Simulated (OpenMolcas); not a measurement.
## Cr3+: ligand-field states by method

Cr3+ with 4 ligands (chloride) in tetrahedral coordination (Td) at 2.25 Å. A charge of +0.25 e stands 3.2 Å behind each ligand. Ligand basis ANO-RCC-VTZP.
```
Cr    0.0000    0.0000    0.0000
Cl    1.2990    1.2990    1.2990
Cl    1.2990   -1.2990   -1.2990
Cl   -1.2990    1.2990   -1.2990
Cl   -1.2990   -1.2990    1.2990
```

* Program: OpenMolcas
* Basis: ANO-RCC-VTZP [6s5p3d2f1g]
* Scalar Hamiltonian: DKH2, point nucleus
* Active space: 3 electrons in 5 orbitals (3d)
* State averaging: 2S+1 = 4 even, 10 roots; 2S+1 = 2 even, 40 roots
* Spin-orbit coupling: state interaction with AMFI integrals over the reference wave functions

I. CASSCF
II. SS-CASPT2, IPEA 0.25 Eh, imaginary shift 0.1 Eh (closed shells correlated: 3s 3p and the ligand valence shells)

Spin-free states (labels of Td) in cm-1, each column counted from its own energy of the first state listed:

```csv
State,Degeneracy,I,II
4T1,3,0,0
4T2,3,4776,4870
4A2,1,10351,12810
2E,2,13379,7610
2T1,3,16660,10260
2T2,3,17279,10500
4T1,3,18863,14980
2A1,1,19373,13170
2T1,3,21573,13640
2T2,3,23633,16820
2T1,3,23791,17650
2E,2,24816,18090
2T1,3,27670,22850
2T2,3,27729,20450
2E,2,28183,22890
2T2,3,37932,27140
2A2,1,38327,28080
2T1,3,38351,28420
2E,2,57513,43320
2T2,3,58141,43950
```

From I to II, I's first state of the same spin (4T2) moves from 4776 to 4870 cm-1, by about +90 cm-1.

From I to II, I's first state of another spin (2E) moves from 13379 to 7610 cm-1, by about -5800 cm-1.

χT at 300 K: I 1.47, II 1.47 cm3 K/mol.

Roots that are degenerate in the reference are averaged as groups; the widest CASPT2 spread within a group is 360 cm-1 (the 3-fold group of multiplicity 4 near 15000 cm-1 above the lowest state of its run, II). Shifts and gaps below about the spread of the groups concerned are not significant. Over all roots computed the reference weight is 0.68 to 0.71 in II; a low but even weight reflects the number of correlated electrons. An orbital triplet at a regular site is open to Jahn-Teller coupling, which can distort the site and quench the lowest spin-orbit gaps and is left out. Ligand-to-metal charge-transfer states are missing. With no ligand orbital active B as a rule stays too high, so bands that hang on it stand too high and its fall with covalency is understated. Without dynamic correlation the repulsion within the d shell is too large (B by tens of per cent), so at a given field states of lower spin stand too high (holds for I). With metal d orbitals alone and no dynamic correlation the field as a rule comes out too small, by tens of per cent, by up to half for chloride and softer ligands (holds for I). These CASPT2 states fit no ligand-field parameters well, so their order and spin gaps are uncertain (holds for II). With one d shell and no ligand orbital active, 10Dq can be off by a tenth or more (holds for II). No measured value stands beside these numbers; the geometry was imposed, not optimised, and the real ion may take another.
